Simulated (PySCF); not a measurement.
Cl2I, SMILES Cl[I-]Cl, charge -1.

Geometry: PBE-D3(BJ)/def2-SVPD. The def2 effective core potentials stand for the cores of I; spin–orbit coupling is left out.

Computed with PBE-D3(BJ)/def2-SVPD (PySCF).

Frequencies are harmonic and unscaled.

Modes within 1.5 cm⁻¹ of each other (mostly degenerate sets) share a row, with their intensities summed.

```
mode  ν (cm⁻¹)  IR (km/mol)  moving atoms (share of kinetic energy)
----  --------  -----------  --------------------------------------
1–2         97          7.4                         Cl 64 %, I 36 %
3          232          0.0                                Cl 100 %
4          234        194.1                         Cl 64 %, I 36 %
```
